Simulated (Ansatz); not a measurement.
C2H7ClSi2 can be A, `[SiH3]C1(Cl)C[SiH2]1`, or B, `[SiH3]/C=C(\[SiH3])Cl`.

Calculated with Ansatz (gas phase, PBE0-D4/def2-TZVP geometries, no zero-point term in ΔE). CCSD(T)/CBS adds triple-zeta CCSD(T) − MP2 to the extrapolated MP2 energy (def2 sets, frozen cores). DFT in def2-TZVPP. B3LYP here is the variant with VWN-RPA as its local correlation; programs differ in this.

A:

Z-matrix (Å, degrees):
```
Si
C 1 1.862
H 1 1.490 2 107.6
H 1 1.483 2 110.2 3 -119.4
H 1 1.487 2 110.7 3 119.0
Cl 2 1.777 1 111.5 3 178.6
C 2 1.543 1 118.6 3 -44.1
Si 2 1.864 1 121.0 3 32.1
H 7 1.086 2 114.7 1 -136.8
H 7 1.086 2 116.4 1 -2.1
H 8 1.477 2 118.8 1 -2.6
H 8 1.475 2 117.5 1 145.6
```

B:

Z-matrix (Å, degrees):
```
Si
C 1 1.872
H 1 1.486 2 111.4
H 1 1.485 2 107.4 3 119.2
H 1 1.486 2 111.4 3 -121.6
C 2 1.331 1 125.4 3 61.4
H 2 1.090 1 116.9 3 -118.7
Cl 6 1.749 2 120.0 1 180.0
Si 6 1.874 2 128.0 1 -0.0
H 9 1.483 6 109.1 2 119.8
H 9 1.483 6 109.0 2 -120.4
H 9 1.485 6 108.7 2 -0.4
```

Problem. Which isomer does CCSD(T)/CBS put lower? Give the gap. (Best estimate.)

Solution. Ansatz gave: B, by 35.8 kJ/mol.

Problem. Give E(B) − E(A) in kJ/mol with CCSD/def2-TZVPP, ωB97M-V, PBE0-D4, B2PLYP, B3LYP, PBE-D4, MP2/def2-TZVPP. (An estimate is asked.)

Solution. Computed: CCSD/def2-TZVPP -39.8, ωB97M-V -30.3, PBE0-D4 -24.4, B2PLYP -43.4, B3LYP -49.3, PBE-D4 -29.1, MP2/def2-TZVPP -28.4. None reverses the order clearly.

Largest T1 diagnostic: 0.012.

From PBE to PBE0 (25 % exact exchange), in def2-TZVPP and without D4, E(B) − E(A) moves by +5.0 kJ/mol. In def2-TZVPP, CCSD(T) changes the Hartree–Fock value by +24.6 kJ/mol (the triples alone add +0.7 kJ/mol) and MP2 by +35.4 kJ/mol.
